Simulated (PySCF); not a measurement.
Isomers of [C8H16N]+ (charge +1), mass 126.128 u with the commonest isotopes. The calculation used PBE0-D3(BJ)/def2-SVP geometry optimisation, gas phase in PySCF 2.14.0. One conformer each, none proved a minimum here; rigid rotors.

Question: Order these by dipole moment (about the centre of mass), largest first.
A. `[CH2:1]1[CH2:2][CH2:3][N+:4]2([CH2:5]1)[CH2:6][CH2:7][CH2:8][CH2:9]2` (charge +1) with C5–C1–C2–C3 43°, C1–C2–C3–N4 -38°, C2–C3–N4–C5 19°, C3–N4–C5–C1 7°
B. `[CH2:1]=[CH:2][CH2:3][CH2:4][N+:5]1([CH3:6])[CH2:7][CH2:8][CH2:9]1` (charge +1) with C1–C2–C3–C4 -132°, C2–C3–C4–N5 72°, C3–C4–N5–C6 -70°, C4–N5–C7–C8 -131°, N5–C7–C8–C9 13°, C7–C8–C9–N5 -13°, C4–N5–C9–C8 130°
C. `[CH2:1]1[CH2:2][CH2:3][CH:4]([C@H:5]2[CH2:6][CH2:7][NH2+:8]2)[CH2:9]1` (charge +1) with C3–C4–C5–C6 -167°, C9–C1–C2–C3 -43°, C1–C2–C3–C4 35°, C2–C3–C4–C5 -135°, C4–C5–C6–C7 131°

Answer: C (6.97 D), B (3.21 D), A (0.57 D).

Question: Order these by rotational constant C, largest first.
A. `[CH2:1]=[CH:2][CH2:3][CH2:4][N+:5]1([CH3:6])[CH2:7][CH2:8][CH2:9]1` (charge +1) with C1–C2–C3–C4 -132°, C2–C3–C4–N5 72°, C3–C4–N5–C6 -70°, C4–N5–C7–C8 -131°, N5–C7–C8–C9 13°, C7–C8–C9–N5 -13°, C4–N5–C9–C8 130°
B. `[CH2:1]1[CH2:2][CH2:3][N+:4]2([CH2:5]1)[CH2:6][CH2:7][CH2:8][CH2:9]2` (charge +1) with C5–C1–C2–C3 43°, C1–C2–C3–N4 -38°, C2–C3–N4–C5 19°, C3–N4–C5–C1 7°
C. `[CH2:1]1[CH2:2][CH2:3][CH:4]([C@H:5]2[CH2:6][CH2:7][NH2+:8]2)[CH2:9]1` (charge +1) with C3–C4–C5–C6 -167°, C9–C1–C2–C3 -43°, C1–C2–C3–C4 35°, C2–C3–C4–C5 -135°, C4–C5–C6–C7 131°

Answer: B (1190 MHz), A (914.8 MHz), C (834.3 MHz).

Question: Order these by rotational constant B, largest first.
A. `[CH2:1]=[CH:2][CH2:3][CH2:4][N+:5]1([CH3:6])[CH2:7][CH2:8][CH2:9]1` (charge +1) with C1–C2–C3–C4 -132°, C2–C3–C4–N5 72°, C3–C4–N5–C6 -70°, C4–N5–C7–C8 -131°, N5–C7–C8–C9 13°, C7–C8–C9–N5 -13°, C4–N5–C9–C8 130°
B. `[CH2:1]1[CH2:2][CH2:3][N+:4]2([CH2:5]1)[CH2:6][CH2:7][CH2:8][CH2:9]2` (charge +1) with C5–C1–C2–C3 43°, C1–C2–C3–N4 -38°, C2–C3–N4–C5 19°, C3–N4–C5–C1 7°
C. `[CH2:1]1[CH2:2][CH2:3][CH:4]([C@H:5]2[CH2:6][CH2:7][NH2+:8]2)[CH2:9]1` (charge +1) with C3–C4–C5–C6 -167°, C9–C1–C2–C3 -43°, C1–C2–C3–C4 35°, C2–C3–C4–C5 -135°, C4–C5–C6–C7 131°

Answer: B (1230 MHz), C (966.5 MHz), A (942.5 MHz).

| SMILES | point group | Ia (u·Å²) | Ib (u·Å²) | Ic (u·Å²) | κ | μa (D) | μb (D) | μc (D) |
| --- | --- | --- | --- | --- | --- | --- | --- | --- |
| C1CCC([C@H]2CC[NH2+]2)C1 | C1 | 133.53 | 522.91 | 605.73 | -0.91 | 6.55 | 2.36 | 0.33 |
| C1CC[N+]2(C1)CCCC2 | C1 | 153.60 | 410.98 | 424.77 | -0.96 | 0.07 | 0.50 | 0.26 |
| C=CCC[N+]1(C)CCC1 | C1 | 155.78 | 536.19 | 552.43 | -0.98 | 3.17 | 0.18 | 0.48 |
